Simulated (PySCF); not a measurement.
Electronic structure of As²⁺ (arsenic, charge +2) at the UHF level

Configuration: [Ar] 3d10 4s2 4d1, 2D determinant (an excited configuration). Calculation: PySCF 2.14, in aug-cc-pwCVDZ-PP with ECP10MDF (6s5p4d1f, 48 functions); scalar relativity through the core potential.

```
Total energy                                                  : -329.690622 hartree
One-electron energy                                           : -566.0604 hartree
Hartree (Coulomb) energy                                      : 261.3455 hartree
Exchange energy                                               : -24.9758 hartree
⟨S²⟩                                                          : 0.7504
⟨L²⟩                                                          : 6.002
Sum of ⟨r⟩                                                    : 18.55 bohr
Sum of ⟨r²⟩                                                   : 29.18 bohr²
Traceless quadrupole moment −½Σ⟨3z² − r²⟩ along its main axis : 3.60 e·bohr²
```

| shell | electrons | mean orbital energy (eV) | spread (eV) | rms radius, mean of both spins (bohr) |
| --- | --- | --- | --- | --- |
| 3s α | 1 | -245.86 | 0 | 0.641 |
| 3s β | 1 | -245.80 | 0 | 0.641 |
| 3p α | 3 | -188.99 | 0.045 | 0.668 |
| 3p β | 3 | -188.91 | 0.152 | 0.668 |
| 3d α | 5 | -82.144 | 0.354 | 0.738 |
| 3d β | 5 | -82.038 | 0.172 | 0.738 |
| 4s α | 1 | -39.844 | 0 | 1.93 |
| 4s β | 1 | -39.401 | 0 | 1.93 |
| 4d α | 1 | -13.872 | 0 | 3.58 |

Energies and moments cover only the electrons outside the core potential. The outer electron is Rydberg-like, and this basis confines it to a smaller radius and binds it less than a complete one would.
